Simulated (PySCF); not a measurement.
BF₄, charge -1. Atoms are numbered in the order given.

```xyz
5

F      0.8165    -0.8165     0.8165
B      0.0000     0.0000     0.0000
F     -0.8165    -0.8165    -0.8165
F     -0.8165     0.8165     0.8165
F      0.8165     0.8165    -0.8165
```
Charge -1, spin multiplicity 1.

Coordinates come from a B3LYP-D3(BJ)/def2-SVPD optimisation.

The numbers are results of PBE0/pcSseg-2 run with PySCF, not measurements.

GIAO shieldings, no solvent; atoms alike by connectivity are averaged. δ = σ(ref) − σ: ¹⁹F against CFCl3 (σ = 165.8 ppm); ¹¹B against BF3 (σ = 88.8 ppm), references at their B3LYP-D3(BJ)/def2-TZVP geometries, non-relativistic.

Computed chemical shifts:
```json
[
 {"nucleus": "¹⁹F", "atoms": "F1, F3, F4, F5", "count": "4", "δ (ppm)": "-183.0"},
 {"nucleus": "¹¹B", "atoms": "B2", "count": "1", "δ (ppm)": "-11.5"}
]
```
